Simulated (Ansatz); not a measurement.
Breaking a bond: MgC, lowest triplet found (which spin is the ground state isn't settled by this scan).

Method: full CI/aug-cc-pVDZ, frozen core in Ansatz (an electronic-structure program).

**Question.** Relative to R = 2.11 Å, what are the energies at R = 1.87, 2.24, 2.73, 6.33 Å?

**Answer.** 36.3 kJ/mol at 1.87 Å, 4.1 kJ/mol at 2.24 Å, 60.9 kJ/mol at 2.73 Å, 131.5 kJ/mol at 6.33 Å.

Also computed but left out beside FCI, since their determinant holds another spin at the minimum (<S²> over 0.7 above the pure value): UHF, UMP2, UCCSD, UCCSD(T), UCCSDT, UCCSDT(Q), UHF/LANL2DZ, UHF/STO-3G, UMP2/6-31G*.
